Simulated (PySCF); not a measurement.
Stepwise substitution at one centre (Sn OH-OCH3). Isolated molecules, 0 K electronic values unless said otherwise. One relaxed conformer stands for each flexible species; it need not be the lowest. Strings in code marks are SMILES.

The HOMO from two functionals at the same geometries (PBE0-D4/def2-SVP), both in PySCF: PBE-D3(BJ)/def2-TZVP and PBE0-D4/def2-TZVP. 

| species | PBE-D3(BJ)/def2-TZVP (eV) |
|---|---|
| 0 of 4 OH replaced by OCH3 (`[Sn]([OH])([OH])([OH])[OH]`) | -7.37 |
| 2 of 4 OH replaced by OCH3 (`C[O][Sn]([OH])([OH])[O]C`) | -6.45 |
| 3 of 4 OH replaced by OCH3 (`C[O][Sn]([OH])([O]C)[O]C`) | -6.36 |
| 4 of 4 OH replaced by OCH3 | -6.34 |

Question: What does PBE0-D4/def2-TZVP give for each?

Answer: 
- 0 of 4 OH replaced by OCH3 (`[Sn]([OH])([OH])([OH])[OH]`): -9.15
- 2 of 4 OH replaced by OCH3 (`C[O][Sn]([OH])([OH])[O]C`): -8.05
- 3 of 4 OH replaced by OCH3 (`C[O][Sn]([OH])([O]C)[O]C`): -7.97
- 4 of 4 OH replaced by OCH3: -7.95
Over these rows, drawn at random from the members with no instability flagged (it was tested for open shells, ions and some series alone), PBE minus PBE0-D4: mean +1.65 eV, from +1.61 eV to +1.78 eV.
